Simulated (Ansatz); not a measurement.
The same path of C2H4Sn (7 atoms, charge 0, multiplicity 1) was run twice with different band settings.

The calculation used RKS PBE/def2-SVPD (Ansatz).

Relaxed end points:

```xyz
7
Properties=species:S:1:pos:R:3
C -0.905 -1.951 0.192
C -0.384 -0.843 0.078
Sn 0.509 1.053 -0.115
H -1.363 -2.925 0.292
H 0.182 1.636 -1.700
H -0.179 2.089 1.074
H 2.201 0.873 0.134
```

```xyz
7
Properties=species:S:1:pos:R:3
C -0.450 -2.393 0.281
C -0.250 -1.134 0.125
Sn 0.424 0.891 -0.101
H -1.428 -1.495 0.100
H 0.008 1.408 -1.685
H -0.364 1.837 1.097
H 2.121 0.817 0.137
```

Common settings: movable images 7; climbing image yes; spring 5.0 eV/Å²; optimiser quadratic models (default); force threshold 0.03 eV/Å; iteration limit 60; end points relaxed.

| run | start path |
| --- | --- |
| 1 | through a guess of the saddle point |
| 2 | straight line |

Question: What does each run give, and how far can it be trusted?

Answer: Run 1: converged after 20 iterations, highest image 1.855 eV above the first end. The top lies less than 8 meV above the higher end, about what the thresholds resolve: that end is a shoulder or a very shallow well. A vibrational analysis at the climbing image gives no mode beyond 40i cm⁻¹: the surface is too flat there to confirm a saddle point.
Run 2: converged after 11 iterations, highest image 1.864 eV above the first end. The order of the stationary point at the top wasn't checked.
